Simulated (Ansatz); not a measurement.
Coupled-cluster diagnostics for the cluster Au₄, Ansatz.

Geometry of the singlet (PBE-D4/def2-SVP):

Cartesian coordinates in Å:
```
Au -2.580 -2.428 -0.418
Au 0.715 0.734 0.857
Au 2.563 2.429 0.352
Au -0.698 -0.735 -0.791
```

In the def2 sets Au takes a core potential; there is no spin–orbit coupling. Correlated methods freeze no core orbitals; core or outer-core shells of Au are correlated, in sets that lack core-valence functions. No other spin state of charge 0 was run. Another isomer (singlet) lies 0.43 eV lower at PBE0-D4/def2-TZVP; other spin states weren't run for this one.

**Question.** Estimate the CCSD(T) correlation energy, the shares of MP2 and (T), T1 and the reference's ⟨S²⟩ for: charge 0, singlet, own geometry in def2-SVP; and the rough time on 4 threads of Arm Neoverse V1 on a shared host.

**Answer.** 
| state | basis | correlation (eV) | MP2 share (%) | (T) share (%) | T1 | ⟨S²⟩ (pure) | wall time | remarks |
| --- | --- | --- | --- | --- | --- | --- | --- | --- |
| charge 0, singlet, own geometry | def2-SVP | -37.591 | 106.1 | 2.9 | 0.025 | 0.00 (0.00) | 1.8 min | test for broken spin undecided |
Customary marks for T1 are 0.02 (closed shells), 0.045 (open shells) and about 0.05 (3d metals). T1 exceeds 0.02 in 1 of 1 rows and 0.045 in 0; the higher it lies, the less the single-reference result can be trusted.
